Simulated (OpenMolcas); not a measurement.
**Ni5+, Pd5+, Pt5+: d⁵ down the group**

```yaml
Program: OpenMolcas
Method: RASSCF
Basis: ANO-RCC-VTZP
Scalar_Hamiltonian: DKH2, point nucleus
Spin-orbit_coupling: state interaction with AMFI integrals over the reference wave functions, term energies averaged over their components
```

Active space for each ion: 11 electrons in 8 orbitals (RAS1 p, at most 2 holes; RAS2 d).

Computed levels in cm-1 above ⁶S_5/2:

```json
{"Level": "⁴G_7/2", "Ni5+": "47725", "Pd5+": "33260", "Pt5+": "29170"}
{"Level": "⁴G_11/2", "Ni5+": "47752", "Pd5+": "33491", "Pt5+": "31024"}
{"Level": "⁴G_9/2", "Ni5+": "47780", "Pd5+": "33645", "Pt5+": "32389"}
{"Level": "⁴P_1/2", "Ni5+": "49440", "Pd5+": "34942", "Pt5+": "33123"}
{"Level": "⁴D_7/2", "Ni5+": "56579", "Pd5+": "39180", "Pt5+": "38775"}
{"Level": "⁴D_1/2", "Ni5+": "56759", "Pd5+": "40312", "Pt5+": "43736"}
{"Level": "²I_11/2", "Ni5+": "69734", "Pd5+": "48477", "Pt5+": "45447"}
{"Level": "²I_13/2", "Ni5+": "69971", "Pd5+": "49781", "Pt5+": "50217"}
{"Level": "⁴F_3/2", "Ni5+": "75709", "Pd5+": "54851", "Pt5+": "47089"}
{"Level": "weight of ⁶S in the lowest level (%)", "Ni5+": "100", "Pd5+": "98", "Pt5+": "83"}
```

Mixed levels, with the weight of the term that names them: Pd5+ ⁴F_3/2 (68 %), Pt5+ ⁴G_7/2 (60 %), Pt5+ ⁴P_1/2 (70 %), Pt5+ ⁴D_7/2 (62 %), Pt5+ ²I_11/2 (69 %), Pt5+ ⁴F_3/2 (50 %).

Measured, with the error of the calculation in %. Measured levels: Ni5+ from Corliss and Sugar, J. Phys. Chem. Ref. Data 10, 197 (1981).

```tsv
Level	Ni5+
⁴G_11/2	41921 (+13.9)
⁴P_1/2	46325 (+6.7)
⁴D_7/2	50331 (+12.4)
²I_11/2	61196 (+14.0)
²I_13/2	61280 (+14.2)
```

Without spin-orbit coupling ⁴G lies 47743, 33430, 30427 cm-1 above ⁶S in that order; the difference to the level ⁴G_7/2, of either sign, comes from spin-orbit coupling, which also lowers the zero.

Without dynamic correlation excited terms often stand tens of per cent too high (terms of higher spin than the ground term too low), and those without a measured partner can miss by more than the paired ones. Active for correlation alone: 3p; no level in the range computed is led by a configuration that opens it, so any true level of that kind is missing (holds for Ni5+). Active for correlation alone: 4p; no level in the range computed is led by a configuration that opens it, so any true level of that kind is missing (holds for Pd5+). Active for correlation alone: 5p; no level in the range computed is led by a configuration that opens it, so any true level of that kind is missing (holds for Pt5+). Computed and measured levels are paired by configuration, term and J; levels that our copy of the source lacks, or whose pairing is in doubt (as where it misses far off the trend of its configuration), stay unpaired and out of the deviations. Levels of configurations outside the active space are missing.
